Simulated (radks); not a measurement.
Results of a calculation; reference values are marked as such.
Task: The mean radii <r> (bohr) of the occupied orbitals of an atom or ion are listed with their occupations. Code: a radial shooting solver on a logarithmic mesh with Libxc functionals. Model: scalar-relativistic Kohn-Sham, MS2 meta-GGA, spin-polarised, spherical densities, finite nucleus; meta-GGA in the generalised Kohn-Sham scheme; Fermi nuclear charge, rms radius of each element as measured or else 0.836 A^(1/3) + 0.57 fm.

| orbital | occ. | <r> |
|---|---|---|
| 1s up | 1 | 0.01659 |
| 1s down | 1 | 0.01659 |
| 2s up | 1 | 0.06989 |
| 2s down | 1 | 0.06989 |
| 2p up | 3 | 0.06328 |
| 2p down | 3 | 0.06328 |
| 3s up | 1 | 0.1805 |
| 3s down | 1 | 0.1805 |
| 3p up | 3 | 0.1821 |
| 3p down | 3 | 0.1821 |
| 3d up | 5 | 0.1651 |
| 3d down | 5 | 0.1651 |
| 4s up | 1 | 0.3989 |
| 4s down | 1 | 0.3990 |
| 4p up | 3 | 0.4250 |
| 4p down | 3 | 0.4250 |
| 4d up | 5 | 0.4486 |
| 4d down | 5 | 0.4485 |
| 5s up | 1 | 0.8988 |
| 5s down | 1 | 0.8947 |
| 4f up | 7 | 0.4822 |
| 4f down | 7 | 0.4810 |
| 5p up | 3 | 1.022 |
| 5p down | 3 | 1.018 |
| 5d up | 5 | 1.309 |
| 5d down | 2 | 1.309 |
| 6p up | 1 | 2.450 |

Name the element and its charge. Open shells, if any, are filled with parallel spins first.

Result: Z = 80, mercury, charge +4: Hg4+ in [Xe] 4f14 5d7 6p1. The 1s radius gives Z: for a bare nucleus <r> = (2 gamma + 1)/(2Z) with gamma = sqrt(1 - (Z/c)^2), 0.0164 bohr for Z = 80, and screening makes it slightly larger (0.01659 here). The occupations add up to 76, and the charge is Z minus that.
